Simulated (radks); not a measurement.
The numbers below are computed, except where a source is named.
Mean orbital radii <r> (bohr) of the tellurium ion Te+, [Kr] 4d10 5s2 5p3, at several levels of relativity; Dirac values are averaged over j with weights 2j + 1. Spin-unpolarised spherical Kohn-Sham, PBEsol, point nucleus unless stated (finite: rms radius 4.7423 fm), a radial shooting solver on a logarithmic mesh with Libxc functionals. A level marked "c x" has the speed of light scaled by that factor and shares open shells by 2j + 1; other Dirac levels either fill j = l - 1/2 first or share by 2j + 1.

shell  non-rel.  scalar-rel.  Dirac, 2j+1 shares  Dirac, low j first  change of magnitude, last against first (%)
1s      0.02925      0.02782             0.02782             0.02782                                        -4.89
2s       0.1261       0.1199              0.1195              0.1195                                        -5.23
2p       0.1074       0.1048              0.1046              0.1046                                        -2.64
3s       0.3360       0.3223              0.3220              0.3220                                        -4.15
3p       0.3265       0.3204              0.3200              0.3200                                        -1.98
3d       0.2971       0.2969              0.2969              0.2969                                        -0.05
4s       0.7948       0.7646              0.7647              0.7647                                        -3.79
4p       0.8340       0.8211              0.8208              0.8208                                        -1.58
4d       0.9635       0.9711              0.9714              0.9718                                        +0.86
5s        2.109        2.029               2.030               2.033                                        -3.60
5p        2.495        2.474               2.474               2.480                                        -0.59
